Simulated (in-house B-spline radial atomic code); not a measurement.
Configurations of Rb, with energies counted from [Kr] 5s1. Method: scalar-relativistic (X2C) RPBE, spin-polarised, spherical fractional occupations, Fermi nucleus of rms radius 4.2036 fm. Calculated with a B-spline radial code for spherical atoms. Shells without spins written out take the highest spin.

Occupations are held fixed; configurations that lie above the ionisation limit could autoionise.

| configuration | E - E(ref) (eV) | highest orbital | its <r> (bohr) |
| --- | --- | --- | --- |
| [Ar] 3d10 4s2 4p(3 up, 2 down) 5s(1 up, 0 down) 5d(0 up, 1 down) | 19.219 | 5d down | 11.36 |
| [Ar] 3d10 4s1 4p6 4d1 5s1 | 33.364 | 4d up | 3.893 |
| [Ar] 3d10 4s1 4p6 5s1 5d1 | 35.738 | 5d up | 11.48 |
| [Ar] 3d10 4s(1 up, 0 down) 4p6 4f(0 up, 1 down) 5s(1 up, 0 down) | 36.309 | 4f down | 16.01 |
| [Ar] 3d9 4s2 4p6 4f1 5s1 | 115.68 | 4f up | 16.05 |
| [Ne] 3s2 3p(2 up, 3 down) 3d10 4s2 4p6 5s(0 up, 1 down) 5p(1 up, 0 down) | 234.04 | 5p up | 5.851 |
| [Ne] 3s2 3p5 3d10 4s2 4p6 4f1 5s1 | 236.5 | 4f up | 16.05 |

Question: Order these further configurations by energy, lowest first.
A. [Ar] 3d9 4s2 4p6 5s1 5p1
B. [Ar] 3d10 4s2 4p5 4f1 5s1
C. [Ar] 3d10 4s1 4p6 5s1 6p1
D. [Ar] 3d10 4s1 4p6 5s1 6s1
E. [Ar] 3d10 4s2 4p5 5s1 5f1

Answer: B (19.763 eV), E (20.035 eV), D (35.102 eV), C (35.611 eV), A (112.82 eV).

Question: How far above the reference does [Ar] 3d10 4s1 4p6 5s1 5f1 lie?

Answer: 36.567 eV; its least bound orbital is 5f up with <r> = 26.98 bohr.

Question: How far above the reference does [Ar] 3d(5 up, 4 down) 4s2 4p6 5s(1 up, 0 down) 6s(0 up, 1 down) lie?

Answer: 114.42 eV; its least bound orbital is 6s down with <r> = 9.999 bohr.
